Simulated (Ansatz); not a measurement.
`F[SiH](F)S[SiH2]Cl` + `C[SiH]([AlH2])[SiH3]` → `F[SiH](F)S[SiH3]` + `C[Si]([AlH2])([SiH3])Cl`  (redistribution)

Isolated molecules relaxed with PBE0-D4/def2-TZVP in Ansatz; ΔE leaves out vibrations. CCSD(T)/CBS adds triple-zeta CCSD(T) − MP2 to the extrapolated MP2 energy (def2 sets, frozen cores). One conformer a species, not always the lowest.

| species | CCSD(T)/CBS(def2) energy (Eh) |
| --- | --- |
| `F[SiH](F)S[SiH2]Cl` | -1637.34667 |
| `C[SiH]([AlH2])[SiH3]` | -863.62045 |
| `F[SiH](F)S[SiH3]` | -1178.11155 |
| `C[Si]([AlH2])([SiH3])Cl` | -1322.85558 |

Work out ΔE.

ΔE = (-1178.11155) + (-1322.85558) − (-1637.34667) − (-863.62045) = -0.00001 Eh = 0.0 kJ/mol.

Largest T1 diagnostic among the species: 0.012.
